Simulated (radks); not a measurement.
Results of a calculation; reference values are marked as such.
Ar I, 18 electrons, occupied as [Ne] 3p6 4p2 (not the ground configuration).

Code: a radial shooting solver on a logarithmic mesh with Libxc functionals. Model: scalar-relativistic Kohn-Sham, Wu-Cohen GGA, spin-unpolarised, spherical densities, point nucleus.

Energy parts (Ry):
| part | energy |
|---|---|
| total | -1053.26677 |
| kinetic | 1058.81332 |
| electron-nucleus | -2493.93502 |
| Hartree | 441.39247 |
| exchange-correlation | -59.53753 |

Orbitals (lengths in bohr, moments of r in powers of bohr; r(max) is where P^2 peaks):
[
 {"orbital": "1s", "occ.": "2", "eigenvalue (Ry)": "-230.7729", "<1/r>": "17.69", "r(max)": "0.05609"},
 {"orbital": "2s", "occ.": "2", "eigenvalue (Ry)": "-23.30107", "<1/r>": "3.552", "r(max)": "0.3387"},
 {"orbital": "2p", "occ.": "6", "eigenvalue (Ry)": "-18.39604", "<1/r>": "3.456", "r(max)": "0.2806"},
 {"orbital": "3p", "occ.": "6", "eigenvalue (Ry)": "-1.82914", "<1/r>": "0.9316", "r(max)": "1.223"},
 {"orbital": "4p", "occ.": "2", "eigenvalue (Ry)": "-0.16750", "<1/r>": "0.2394", "r(max)": "4.600"}
]

The highest occupied level is 4p at -2.279 eV. Summed over all electrons, <r^2> = 81.07 bohr^2, which gives a Langevin (diamagnetic) susceptibility term of -64.2 x 10^-6 cm^3/mol.
